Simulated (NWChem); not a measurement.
Program: NWChem. System: ClI, charge 1, spin multiplicity 2, at the geometry of a parent with another charge or spin, in a state set for the comparison that need not be this species' ground state. Its SCF solution wasn't tested for a lower state. Level: UPBE/def2-TZVPD with def2 effective core potentials on I.

Job file:

```
start mol
memory heap 200 mb stack 900 mb global 1100 mb
charge 1
geometry units angstroms nocenter noautoz
  Cl     0.000000     0.000000     1.784313
  I      0.000000     0.000000    -0.572327
  symmetry group C2v
end
basis spherical
  * library def2-tzvpd
end
ecp
  I library def2-ecp
end
dft
  xc xpbe96 cpbe96
  odft
  mult 2
  semidirect memsize 60000000 filesize 0
  iterations 100
end
task dft energy
```

NWChem printed:

```
             Northwest Computational Chemistry Package (NWChem) 7.3.0
             --------------------------------------------------------

                                NWChem Input Module
                                -------------------

 Scaling coordinates for geometry "geometry" by  1.889725989
 (inverse scale =  0.529177249)

 Turning off AUTOSYM since
 SYMMETRY directive was detected!

                             Geometry "geometry" -> ""
                             -------------------------

 Output coordinates in angstroms (scale by  1.889725989 to convert to a.u.)

  No.       Tag          Charge          X              Y              Z
 ---- ---------------- ---------- -------------- -------------- --------------
    1 Cl                  17.0000     0.00000000     0.00000000     1.78431300
    2 I                   53.0000     0.00000000     0.00000000    -0.57232700

 Effective nuclear repulsion energy (a.u.)     202.3171555048

            Nuclear Dipole moment (a.u.)
            ----------------------------
        X                 Y               Z
 ---------------- ---------------- ----------------
     0.0000000000     0.0000000000    -0.0000188973

      Symmetry information
      --------------------

 Group name             C2v
 Group number             16
 Group order               4
 No. of unique centers     2

      Symmetry unique atoms

     1    2


 Summary of "ao basis" -> "" (spherical)
 ------------------------------------------------------------------------------
       Tag                 Description            Shells   Functions and Types
 ---------------- ------------------------------  ------  ---------------------
 *                         def2-tzvpd                 on all atoms

 Summary of "ao basis" -> "ao basis" (spherical)
 ------------------------------------------------------------------------------
       Tag                 Description            Shells   Functions and Types
 ---------------- ------------------------------  ------  ---------------------
 Cl                        def2-tzvpd               16       46   6s6p3d1f
[...]
 overlap   1.000  1.000  1.000  1.000  1.000  1.000  1.000  1.000  1.000  0.991

   alpha     11     12     13     14     15     16     17     18     19     20
    beta     11     12     13     14     15     16     17     18     19     21
 overlap   1.000  1.000  1.000  0.991  1.000  1.000  1.000  0.994  1.000  0.995

   alpha     21     22     23     24     25     26     27     28     29     30
    beta     20     22     23     27     24     25     26     28     29     31
 overlap   1.000  1.000  0.990  0.997  0.999  0.969  1.000  0.987  0.995  0.990

   alpha     31     32     33     34     35     36     37     38     39     40
    beta     30     33     32     34     35     36     37     38     39     40
 overlap   1.000  0.998  1.000  0.953  0.999  0.950  0.996  0.998  1.000  0.998

   alpha     41     42     43     44     45     46     47     48     49     50
    beta     41     42     44     43     45     47     46     48     49     50
 overlap   0.999  1.000  0.960  0.999  0.968  0.999  1.000  0.992  0.999  1.000

   alpha     51     52     53     54     55     56     57     58     59     60
    beta     51     52     53     54     55     56     60     59     58     57
 overlap   0.997  0.778  1.000  0.778  0.999  1.000  0.991  0.996  0.985  1.000

   alpha     61     62     63     64     65     66     67     68     69     70
    beta     61     62     63     64     65     66     67     68     69     70
 overlap   0.991  0.991  0.997  0.995  1.000  1.000  1.000  0.990  1.000  0.988

   alpha     71     72     73     74     75     76     77     78     79     80
    beta     71     72     73     75     74     76     77     78     79     80
 overlap   1.000  1.000  0.998  0.998  1.000  1.000  1.000  0.997  1.000  0.998

   alpha     81     82     83     84     85     86     87     88     89     90
    beta     82     81     83     84     85     86     87     88     92     91
 overlap   0.997  0.998  0.997  0.998  1.000  1.000  1.000  1.000  1.000  1.000

   alpha     91     92     93     94     95     96     97     98     99    100
    beta     90     89     93     94     95     96     97     98     99    100
 overlap   1.000  1.000  1.000  1.000  1.000  1.000  1.000  1.000  1.000  1.000

   alpha    101    102    103    104    105
    beta    101    102    103    104    105
 overlap   1.000  1.000  1.000  1.000  1.000

     --------------------------
     Expectation value of S2:
     --------------------------
      <S2> =      0.7519 (Exact =     0.7500)

 center of mass
 --------------
 x =   0.00000000 y =   0.00000000 z =  -0.11946588

 moments of inertia (a.u.)
 ------------------
         543.706027890809           0.000000000000           0.000000000000
           0.000000000000         543.706027890809           0.000000000000
           0.000000000000           0.000000000000           0.000000000000

     Multipole analysis of the density
     ---------------------------------

     L   x y z        total         alpha         beta         nuclear
     -   - - -        -----         -----         ----         -------
     0   0 0 0      1.000000    -21.000000    -20.000000     42.000000

     1   1 0 0     -0.000000     -0.000000     -0.000000      0.000000
     1   0 1 0      0.000000     -0.000000      0.000000      0.000000
     1   0 0 1     -0.068006    -15.272796    -15.078345     30.283135

     2   2 0 0    -26.799456    -13.856987    -12.942470      0.000000
     2   1 1 0      0.000000      0.000000      0.000000      0.000000
     2   1 0 1     -0.000000     -0.000000      0.000000      0.000000
     2   0 2 0    -24.863816    -14.093445    -10.770371      0.000000
     2   0 1 1     -0.000000      0.000000     -0.000000      0.000000
     2   0 0 2    -17.754548   -123.081205   -117.197409    222.524066

 Task  times  cpu:       13.8s     wall:       13.8s

 Total times  cpu:       13.8s     wall:       13.8s
```
